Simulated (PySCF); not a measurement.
# Dipole polarisabilities along group 12

Calculated with PySCF 2.14 for the ground configurations, without spin-orbit coupling: coupled response for Hartree-Fock and DFT, finite fields for MP2 and CCSD(T), with Zn 3s2 3p6; Cd 4s2 4p6; Hg 5s2 5p6 frozen. Mean α in bohr³, C₆ of like pairs in atomic units.

```
                                                                                                          species  α UHF  α PBE  α PBE0  α MP2  α CCSD(T)  α recommended (Schwerdtfeger and Nagle)  C₆ UHF  C₆ PBE  C₆ PBE0
     Zn [Ar] 3d10 4s2 (aug-cc-pVTZ-PP with one added diffuse shell each of s, p, d, f, g type with ECP10MDF, ECP)  50.80  38.62   41.11  36.15      38.58                              38.67 ± 0.3   401.5   281.6    304.8
     Cd [Kr] 4d10 5s2 (aug-cc-pVTZ-PP with one added diffuse shell each of s, p, d, f, g type with ECP28MDF, ECP)  63.86  46.96   50.10  40.65      47.46                                   46 ± 2   615.7   423.4    457.2
Hg [Xe] 4f14 5d10 6s2 (aug-cc-pVTZ-PP with one added diffuse shell each of s, p, d, f, g type with ECP60MDF, ECP)  45.09  35.57   36.93  30.23      35.33                             33.91 ± 0.34   447.1   348.6    361.8
```

Hartree-Fock lacks correlation. MP2 and CCSD(T) carry the error of the frozen core. All values carry a basis error.
